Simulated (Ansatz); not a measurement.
```yaml
crystal:
  periodic: [false, false, false]
  atoms:
    - {symbol: Si, position_ang: [-1.773019, 1.604297, -0.497069]}
    - {symbol: Ge, position_ang: [-0.379040, 0.931483, 1.308165]}
    - {symbol: Ge, position_ang: [1.564442, -0.249577, 0.460527]}
    - {symbol: Si, position_ang: [0.877749, -2.119271, -0.838501]}
    - {symbol: H, position_ang: [-2.222309, 0.402318, -1.248972]}
    - {symbol: H, position_ang: [-2.968546, 2.343478, -0.011844]}
    - {symbol: H, position_ang: [-1.005093, 2.482468, -1.419277]}
    - {symbol: H, position_ang: [-1.159719, -0.007205, 2.248024]}
    - {symbol: H, position_ang: [0.064592, 2.156452, 2.129819]}
    - {symbol: H, position_ang: [2.391219, 0.715570, -0.410619]}
    - {symbol: H, position_ang: [2.455712, -0.707167, 1.630466]}
    - {symbol: H, position_ang: [0.047928, -3.028773, -0.004457]}
    - {symbol: H, position_ang: [2.047164, -2.876004, -1.359083]}
    - {symbol: H, position_ang: [0.058910, -1.648068, -1.987171]}
basis:
  gaussian: {orbitals: aug-cc-pVDZ}
magnetization: {spin_polarized: true, initial_magnetization: 0}
hamiltonian: {xc: {name: revPBE0}, dispersion: d3bj}
output: {forces: true}
```

```sh
$ ansatz run in.yaml --threads 4 --pin off --events-out ev --progress --plain --max-ram 11315MiB
```

It prints (some lines left out):

```
Functional definition: revPBE0
2210 factors; integrals over basis functions are off by at most 6.5e-4 eV
mean field evaluation 1: about -128941.7460 eV, gradient 9.9e0 eV
mean field evaluation 2: about -128942.3654 eV, gradient 4.1e0 eV
mean field evaluation 4: about -128942.4971 eV, gradient 2.5e-1 eV
mean field evaluation 8: about -128942.5121 eV, gradient 1.6e-2 eV
mean field -128942.51212790 eV, -4738.5499203266 hartree, gradient 2.1e-5 eV, S^2 0.000000; 0 other end points of the search recorded, 0 dependent functions left out
reference -128942.51222383 eV, -4738.5499238517 hartree; 51, 51 occupied and 165, 165 virtual orbitals, 2210 factors
Total energy: -128943.24057393 eV, -4738.5766902243 hartree
Atom 0 at    -1.773019     1.604297    -0.497069 Å, force     0.051074    -0.033020     0.055457 eV/Å
Atom 1 at    -0.379040     0.931483     1.308165 Å, force     0.023565    -0.015508     0.044532 eV/Å
Atom 2 at     1.564442    -0.249577     0.460527 Å, force     0.022670     0.040652     0.025102 eV/Å
Atom 3 at     0.877749    -2.119271    -0.838501 Å, force     0.013048     0.070920     0.039307 eV/Å
Atom 4 at    -2.222309     0.402318    -1.248972 Å, force    -0.057313    -0.174768    -0.098302 eV/Å
Atom 5 at    -2.968546     2.343478    -0.011844 Å, force    -0.170450     0.105178     0.080071 eV/Å
Atom 6 at    -1.005093     2.482468    -1.419277 Å, force     0.118853     0.125035    -0.128389 eV/Å
Atom 7 at    -1.159719    -0.007205     2.248024 Å, force    -0.039217    -0.048760     0.037632 eV/Å
Atom 8 at     0.064592     2.156452     2.129819 Å, force     0.022332     0.063654     0.034566 eV/Å
Atom 9 at     2.391219     0.715570    -0.410619 Å, force     0.032838     0.044519    -0.047194 eV/Å
Atom 10 at     2.455712    -0.707167     1.630466 Å, force     0.039954    -0.027249     0.058488 eV/Å
Atom 11 at     0.047928    -3.028773    -0.004457 Å, force    -0.119343    -0.124174     0.127919 eV/Å
Atom 12 at     2.047164    -2.876004    -1.359083 Å, force     0.175642    -0.102109    -0.071312 eV/Å
Atom 13 at     0.058910    -1.648068    -1.987171 Å, force    -0.113653     0.075630    -0.157876 eV/Å
Dipole moment:    -0.001542    -0.000819    -0.002142 e Å
```

Run time 12 s (4 threads of an Arm Neoverse V2 on a shared host); peak host memory 1.3 GiB.
